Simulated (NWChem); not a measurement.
System: CH2NO, doublet; SMILES O=C[NH]

Input file for NWChem:

```
start job
memory heap 200 mb stack 900 mb global 1100 mb
geometry units angstroms noautosym nocenter noautoz
  N      0.186231    -1.136432    -0.026404
  C     -0.447246     0.035605     0.028772
  O      0.236876     1.087632    -0.014444
  H      1.175457    -1.071256     0.277846
  H     -1.561132     0.051025    -0.038100
end
basis spherical
  * library 6-31g*
end
dft
  odft
  mult 2
  xc b3lyp
  iterations 150
end
property
  hyperfine
end
task dft property
```

NWChem printed, in part:

```
             Northwest Computational Chemistry Package (NWChem) 7.3.0
             --------------------------------------------------------

                             Geometry "geometry" -> ""
                             -------------------------

 Output coordinates in angstroms (scale by  1.889725989 to convert to a.u.)

  No.       Tag          Charge          X              Y              Z
 ---- ---------------- ---------- -------------- -------------- --------------
    1 N                    7.0000     0.18623100    -1.13643200    -0.02640400
    2 C                    6.0000    -0.44724600     0.03560500     0.02877200
    3 O                    8.0000     0.23687600     1.08763200    -0.01444400
    4 H                    1.0000     1.17545700    -1.07125600     0.27784600
    5 H                    1.0000    -1.56113200     0.05102500    -0.03810000

 Effective nuclear repulsion energy (a.u.)      63.9937596026

                              NWChem Property Module
                              ----------------------

  itol2e modified to match energy
  convergence criterion.

                                 NWChem DFT Module
                                 -----------------

 Summary of "ao basis" -> "ao basis" (spherical)
 ------------------------------------------------------------------------------
       Tag                 Description            Shells   Functions and Types
 ---------------- ------------------------------  ------  ---------------------
 N                           6-31g*                  6       14   3s2p1d
 C                           6-31g*                  6       14   3s2p1d
 O                           6-31g*                  6       14   3s2p1d
 H                           6-31g*                  2        2   2s

  itol2e modified to match energy
  convergence criterion.

            General Information
            -------------------
          SCF calculation type: DFT
          Wavefunction type:  spin polarized.
          No. of atoms     :     5
          No. of electrons :    23
           Alpha electrons :    12
            Beta electrons :    11
          Charge           :     0
          Spin multiplicity:     2
          Use of symmetry is: off; symmetry adaption is: off
          Maximum number of iterations: 150
          AO basis - number of functions:    46
                     number of shells:    22
          Convergence on energy requested:  1.00D-07
          Convergence on density requested:  1.00D-05
          Convergence on gradient requested:  5.00D-04

              XC Information
              --------------
                         B3LYP Method XC Potential
                     Hartree-Fock (Exact) Exchange  0.200
                        Slater Exchange Functional  0.800 local
                    Becke 1988 Exchange Functional  0.720 non-local
              Lee-Yang-Parr Correlation Functional  0.810
                  VWN I RPA Correlation Functional  0.190 local

             Grid Information
             ----------------
          Grid used for XC integration:  fine
          Radial quadrature: Mura-Knowles
          Angular quadrature: Lebedev.
          Tag              B.-S. Rad. Rad. Pts. Rad. Cut. Ang. Pts.
          ---              ---------- --------- --------- ---------
          N                   0.65       70           7.0       590
          C                   0.70       70           7.0       590
          O                   0.60       70           7.0       590
          H                   0.35       60           8.0       590
          Grid pruning is: on
          Number of quadrature shells:   330
          Spatial weights used:  Erf1

      Superposition of Atomic Density Guess
      -------------------------------------

 Sum of atomic energies:        -167.70480970

      Non-variational initial energy
      ------------------------------

[...]

          ----------------------
          Hyperfine Interactions
          ----------------------

 Total Spin Density (Fermi Contact Term)
 ------------------ --------------------
     Atom            x         y         z       Density (a.u.)      Aiso(MHz)     Aiso(Gauss)
     1  14-N      0.35193  -2.14755  -0.04990       0.103603         33.474514      11.944519
     2  13-C     -0.84517   0.06728   0.05437      -0.037400        -42.044613     -15.002538
     3  17-O      0.44763   2.05533  -0.02730       0.078490        -47.580228     -16.977780
     4   1-H      2.22129  -2.02438   0.52505      -0.007215        -32.250544     -11.507777
     5   1-H     -2.95011   0.09642  -0.07200      -0.000559         -2.499178      -0.891767

           -------------------------------------------
           Anisotropic Interaction (Spin-Dipolar Term)
           -------------------------------------------

 ------------------------------------------------------------
     Atom            x         y         z
 ------------------------------------------------------------
     1  14-N      0.35193  -2.14755  -0.04990

   Spin-Dipolar term (a.u.)
        xx             yy             zz             xy             xz             yz
 ------------------------------------------------------------------------------------------
      -0.453009       0.030130       0.422880       0.479247      -0.607507      -0.953732

   Principal Comp. of -hf- tensor (au)            Anisotropic -hfcc- (MHz)               Anisotropic -hfcc- (Gauss)
 --------------------------------------------------------------------------------------------------------------------------
     -0.765721    -0.740117     1.505838     -29.532141   -28.544634    58.076775     -10.537785   -10.185418    20.723203

   Orientation of the principal axis of Hyperfine Tensor w.r.t absolute (molecular) frame
 --------------------------------------------------------------------------------------------------------------------------
      0.790487    -0.490076    -0.367365
      0.212413     0.781932    -0.586057
      0.574467     0.385237     0.722205

 ------------------------------------------------------------
     Atom            x         y         z
 ------------------------------------------------------------
     2  13-C     -0.84517   0.06728   0.05437

   Spin-Dipolar term (a.u.)
        xx             yy             zz             xy             xz             yz
 ------------------------------------------------------------------------------------------
       0.046769       0.117056      -0.163825      -0.006343       0.002306       0.014663

   Principal Comp. of -hf- tensor (au)            Anisotropic -hfcc- (MHz)               Anisotropic -hfcc- (Gauss)
 --------------------------------------------------------------------------------------------------------------------------
      0.046263     0.118359    -0.164621       6.207999    15.882591   -22.090590       2.215165     5.667294    -7.882459

   Orientation of the principal axis of Hyperfine Tensor w.r.t absolute (molecular) frame
 --------------------------------------------------------------------------------------------------------------------------
      0.996173    -0.086509    -0.012459
      0.085749     0.994945    -0.052262
      0.016917     0.050994     0.998556

 ------------------------------------------------------------
     Atom            x         y         z
 ------------------------------------------------------------
     3  17-O      0.44763   2.05533  -0.02730

   Spin-Dipolar term (a.u.)
        xx             yy             zz             xy             xz             yz
 ------------------------------------------------------------------------------------------
      -0.432852      -0.057759       0.490611      -0.582061      -0.841570       1.049573

   Principal Comp. of -hf- tensor (au)            Anisotropic -hfcc- (MHz)               Anisotropic -hfcc- (Gauss)
 --------------------------------------------------------------------------------------------------------------------------
     -0.939468    -0.835022     1.774489      67.979240    60.421591  -128.400831      24.256642    21.559890   -45.816532

   Orientation of the principal axis of Hyperfine Tensor w.r.t absolute (molecular) frame
 --------------------------------------------------------------------------------------------------------------------------
      0.749673     0.511252    -0.420252
     -0.239509     0.801550     0.547863
      0.616948    -0.310064     0.723350

 ------------------------------------------------------------
     Atom            x         y         z
 ------------------------------------------------------------
     4   1-H      2.22129  -2.02438   0.52505

   Spin-Dipolar term (a.u.)
        xx             yy             zz             xy             xz             yz
 ------------------------------------------------------------------------------------------
       0.070914      -0.048515      -0.022399       0.003727       0.042006      -0.020506

   Principal Comp. of -hf- tensor (au)            Anisotropic -hfcc- (MHz)               Anisotropic -hfcc- (Gauss)
 --------------------------------------------------------------------------------------------------------------------------
      0.087151    -0.064660    -0.022490      46.499423   -34.499671   -11.999751      16.592122   -12.310320    -4.281802

   Orientation of the principal axis of Hyperfine Tensor w.r.t absolute (molecular) frame
 --------------------------------------------------------------------------------------------------------------------------
      0.931474    -0.202231    -0.302422
     -0.029223     0.786991    -0.616272
      0.362633     0.582879     0.727152

 ------------------------------------------------------------
     Atom            x         y         z
 ------------------------------------------------------------
     5   1-H     -2.95011   0.09642  -0.07200

[...]
```

Level: B3LYP/6-31G* (spherical d), spin-unrestricted, contact and dipolar terms. Geometry: optimised at PBE-D3(BJ)/def2-SVP, spin-unrestricted. No stability test was run on the SCF state.
